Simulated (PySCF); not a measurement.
# Excitation energy of Os by level of theory

Os [Xe] 4f14 5d6 6s2 (5D) → Os [Xe] 4f14 5d7 6s1 (5F), as a difference of total energies. All numbers are calculated (PySCF 2.14, scalar relativity by spin-free X2C-1e, in x2c-TZVPPall with one added diffuse shell each of s, p, d, f type (12s8p8d4f1g, 113 functions)). Correlated levels: valence: [Xe] 4f14 frozen. The calculations carry no spin-orbit coupling.

```
           method  excitation energy (cm⁻¹)
              UHF                    5499.3
    MP2 (valence)                    4716.5
SCS-MP2 (valence)                    4966.6
   CCSD (valence)                    5684.9
CCSD(T) (valence)                    5691.6
```

How much does correlation contribute at CCSD(T) (valence)?

5691.6 − (5499.3) = 192.3 cm⁻¹, measured against UHF.

Errors of the correlated levels include the incompleteness of this basis and the frozen core.

For comparison: 6433.0 cm⁻¹ (measured; NIST levels, between the centres of gravity of the two terms).
